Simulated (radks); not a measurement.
Problem. Species: Sn II. Configuration: [Kr] 4d10 5s2 5p1. Method: Dirac Kohn-Sham, Slater X-alpha with alpha = 0.916, spin-unpolarised, spherical densities, finite nucleus; open shells fill j = l - 1/2 first; Fermi nuclear charge, rms radius 4.6519 fm; computed with a radial shooting solver on a logarithmic mesh with Libxc functionals. Some entries of the table are withheld. Estimate them.

orbital,occ.,eigenvalue (Ry),r(max) (bohr),<r^2> (bohr^2)
1s1/2,2,-2141.367,0.01876,(1)
2s1/2,2,-325.6220,0.1060,0.01841
2p1/2,2,-304.9682,0.08148,0.01365
2p3/2,4,-287.8106,0.08601,0.01495
3s1/2,2,-63.93751,0.3064,0.1302
3p1/2,2,-55.42249,0.2923,0.1247
3p3/2,4,-52.26437,0.3026,0.1332
3d3/2,4,-37.07446,0.2471,0.1137
3d5/2,6,-36.41563,0.2500,0.1161
4s1/2,2,-10.86707,0.7398,0.7441
4p1/2,2,-7.99551,0.7638,(2)
4p3/2,4,-7.41847,0.7883,(3)
4d3/2,4,-2.86919,0.8659,1.323
4d5/2,6,-2.78694,0.8753,1.358
5s1/2,2,-1.43416,(4),5.598
5p1/2,1,-0.87049,(5),(6)
5p3/2,0,-0.82118,(7),(8)

Solution. 
(1) 1s1/2 <r^2> (bohr^2): 0.001140
(2) 4p1/2 <r^2> (bohr^2): 0.8345
(3) 4p3/2 <r^2> (bohr^2): 0.8927
(4) 5s1/2 r(max) (bohr): 1.929
(5) 5p1/2 r(max) (bohr): 2.263
(6) 5p1/2 <r^2> (bohr^2): 8.176
(7) 5p3/2 r(max) (bohr): 2.351
(8) 5p3/2 <r^2> (bohr^2): 8.783
